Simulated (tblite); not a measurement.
Start geometry of `C[C@@H]1[C@@H](C(=O)Cl)CC[C@@H]1C` from a force field or distance geometry (Å):
```
atom  x, y, z in Å
C1    -0.2760    1.4880    1.4695
C2    -0.2018    0.8373    0.0892
C3    -1.1285   -0.3862   -0.0443
C4    -2.4677    0.0498   -0.6713
O5    -2.5786    0.3165   -1.8471
Cl6   -3.7555    0.1165    0.5084
C7    -0.3970   -1.3780   -0.9584
C8     0.8652   -0.6538   -1.4236
C9     1.2013    0.3040   -0.2899
C10    1.9549   -0.3924    0.8396
H11   -0.1090    0.7744    2.2785
H12   -1.2821    1.9202    1.6279
H13    0.4437    2.3004    1.5684
H14   -0.4725    1.5967   -0.6430
H15   -1.3209   -0.8608    0.9207
H16   -0.1147   -2.2601   -0.3532
H17   -0.9915   -1.7406   -1.7958
H18    0.6322   -0.0979   -2.3402
H19    1.6710   -1.3509   -1.6538
H20    1.8256    1.1281   -0.6610
H21    1.3645   -1.1743    1.3139
H22    2.2481    0.3277    1.6121
H23    2.8848   -0.8377    0.4635
```

Q: What comes out of this run: tblite 0.8.0, GFN2-xTB geometry optimisation, gas phase?

A: 
```
atom  x, y, z in Å
C1    -0.3157    1.4851    1.4580
C2    -0.2034    0.8226    0.0946
C3    -1.1108   -0.4354   -0.0548
C4    -2.4167   -0.0089   -0.6317
O5    -2.7489    0.0373   -1.7675
Cl6   -3.5569    0.5406    0.6208
C7    -0.3548   -1.3923   -0.9977
C8     0.9007   -0.6366   -1.4390
C9     1.2007    0.3156   -0.2804
C10    1.9172   -0.4016    0.8595
H11   -0.0885    0.7847    2.2568
H12   -1.3227    1.8637    1.6126
H13    0.3769    2.3217    1.5207
H14   -0.5014    1.5487   -0.6699
H15   -1.2767   -0.8796    0.9273
H16   -0.0890   -2.3047   -0.4655
H17   -0.9714   -1.6680   -1.8517
H18    0.6880   -0.0615   -2.3406
H19    1.7299   -1.3098   -1.6492
H20    1.8243    1.1511   -0.6106
H21    1.3025   -1.1977    1.2701
H22    2.1696    0.2918    1.6570
H23    2.8423   -0.8397    0.4912
```

The energy falls by 0.164 eV over 71 L-BFGS steps, the largest force on an atom goes from 2.13 to 0.010 eV/Å, and the atoms move by 0.138 Å rms after alignment. The bond that changes most is C3–C4 (sp3 carbon next to a carbonyl to acyl halide carbon), which shortens by 0.052 Å. Bonds longer at the end by more than 0.005 Å: 5 of 23; shorter: 10. Among the angles that change most is O5–C4–Cl6, from 125.4° to 118.9°. Among the dihedrals that turn most is C7–C3–C4–Cl6, from 138° to 158°. Rotational constants go from 1949, 749.7, 628.9 to 1930, 796.7, 634.7 MHz. The orientation of the end geometry is arbitrary; only internal coordinates are fixed.

On one thread of an Arm Neoverse N1, shared host with 64 logical CPUs at a one-minute load of 57, this took 1.1 s wall.

Its GFN2-xTB frequencies are all real (lowest 24 cm⁻¹). The numbers are those of one conformer. 3 starts were optimised and ended at 0.00, 0.92 and 0.93 kcal/mol (GFN2-xTB); the lowest of these is shown.

The numbers are calculated, not measured.
